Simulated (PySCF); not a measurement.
Work out the structure from these simulated measurements.

Elements present: C, H, N, O and Si. Monoisotopic mass: 157.0923 u.

| Quantity | Value |
| --- | --- |
| 13C NMR | chemical shifts (computed TMS as zero) by class: 143.8 (1 C), 139.5 (1 C), 69.5 (1 C), 36.8 (2 C), 31.0 (1 C), 7.4 (1 C) ppm [GIAO PBE0/pcSseg-1] |
| Triplet | lowest triplet excitation (Tamm–Dancoff): 4.13 eV [TDA B3LYP/def2-SVPD] |
| Valence photoelectron | vertical ionisation energy: 7.88 eV [ΔSCF B3LYP/def2-SVPD] |
| NMR, other nuclei | isotropic shieldings of nuclei other than C and H, by class: 237 (1 N), 268 (1 O), 340 (1 Si) ppm [GIAO PBE0/pcSseg-1] |
| Rotational structure | rotational constants A, B, C: 1.316, 1.021, 0.784 GHz [PBE0-D3(BJ)/def2-SVP] |
| Dipole | 1.34 D [B3LYP/def2-SVPD] |
| UV, first state | lowest singlet excitation: 4.59 eV (270 nm, f = 0.040) [TDDFT B3LYP/def2-SVPD] |
| Polarisability | 119.4 au [B3LYP/def2-SVPD] |

Electronic properties: PySCF, gas phase, density fitting. Levels stand in brackets. Geometry: PBE0-D3(BJ)/def2-SVP, one conformer, isolated molecule. NMR classes are plain means over equivalent atoms (diastereotopic ones count apart unless rotation or inversion swaps them), as if these changed places fast.

Problem. Which formula fits the mass and the elements?

Solution. C7H15NOSi (calculated 157.0923). No other formula that holds each of these elements comes within 0.0003 u with a fitting electron parity and a possible valence count.

Problem. Propose a structure and show how it fits.

Solution. Numbering: `[CH2:1]=[CH:2][Si@:3]1([N:4]([CH3:5])[CH3:6])[CH2:7][CH2:8][CH2:9][O:10]1`. Its formula, C7H15NOSi, gives 2 degrees of unsaturation: 1 ring and 1 π bond in the structure found. 7 carbons fall into 6 classes; from least to most shielded: alkene CH carbon [C2] (143.8 ppm), terminal =CH2 carbon [C1] (139.5 ppm), ring sp3 carbon bound to oxygen [C9] (69.5 ppm), N-methyl carbon [C5/C6] (36.8 ppm, 2 C), ring CH2 carbon [C8] (31.0 ppm), ring sp3 carbon bound to silicon [C7] (7.4 ppm). The other shieldings belong to: 237 ppm, silicon-bound nitrogen [N4]; 268 ppm, silyl ether oxygen [O10]; 340 ppm, oxygen-bound silicon [Si3]. S1 is mainly HOMO→LUMO (weight 0.98); the largest Löwdin shares of the orbital it empties are 0.53 on the silicon-bound nitrogen, 0.09 on an N-methyl carbon, 0.08 on an N-methyl carbon and 0.05 on the oxygen-bound silicon, of the orbital it fills 0.38 on the terminal =CH2 carbon, 0.33 on the alkene CH carbon, 0.07 on the oxygen-bound silicon and 0.05 on a vinylic hydrogen. The optimised geometry has point group C1 and is an asymmetric top. Structure: `C=C[Si@]1(N(C)C)CCCO1`. Computed isomers that give other values at the same levels: `C=CC[C@@H]1CO[Si@@H](NC)C1` (13C chemical shifts (computed TMS as zero) by class: 147.1 (1 C), 123.2 (1 C), 73.9 (1 C), 44.6 (1 C), 40.5 (1 C), 31.7 (1 C), 18.2 (1 C) ppm); `C=CC[C@@H]1CO[Si@H](NC)C1` (13C chemical shifts (computed TMS as zero) by class: 147.8 (1 C), 123.5 (1 C), 73.9 (1 C), 42.5 (1 C), 42.0 (1 C), 31.9 (1 C), 17.0 (1 C) ppm); `C=C[C@H](C(=C)C)N(C)[SiH2]O` (13C chemical shifts (computed TMS as zero) by class: 155.1 (1 C), 146.2 (1 C), 123.8 (1 C), 122.7 (1 C), 68.1 (1 C), 27.0 (1 C), 23.8 (1 C) ppm). The assignments are read from this structure; whether some other isomer fits the data as well wasn't checked. The mirror image fits equally.
